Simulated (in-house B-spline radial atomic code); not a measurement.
Ionising Ti7+ with different functionals

Computed with an all-electron radial atomic-structure program (B-spline basis): four-component Dirac-Coulomb Hamiltonian, Fermi nucleus of rms radius 3.5921 fm, spin-restricted, spherical fractional occupations for the functionals, and exact exchange of hybrids averaged over the configuration. The ionisation energy is the difference of two self-consistent energies, [Ne] 3s2 3p3 → [Ne] 3s2 3p2, without Breit or QED terms; ε is the level of the shell that loses the electron (mean over j). The electron is taken from both j subshells in proportion to 2j + 1, so the result is a j average, not the step between ground levels.

| method | rung | ΔSCF (eV) | -ε(3p) (eV) |
| --- | --- | --- | --- |
| B97-1 | global hybrid | 166.74 | 157.59 |
| BHandHLYP | global hybrid | 166.60 | 161.02 |
| PBE0 | global hybrid | 166.73 | 158.08 |
| CAM-B3LYP | range-separated hybrid | 166.78 | 159.53 |

Among the functionals, which spreads more, the ΔSCF values or the orbital energies?

The orbital energies: ΔSCF values span about 0.18 eV and the orbital energies 3.43 eV; here energy differences depend much less on the functional than eigenvalues do.

How do they compare with the NIST value?

NIST lists 170.5 eV ± 0.4 (semi-empirical, ground level to ground level). Errors run from -3.90 to -3.72 eV. The correlated functionals all miss on the same side by more than they spread, so the cause is common to them (Breit-QED terms, spin polarisation, the choice among j levels, multiplet and fine-structure energies, or a listed next ion that isn't the cheapest removal here) and closeness doesn't rank the functionals.
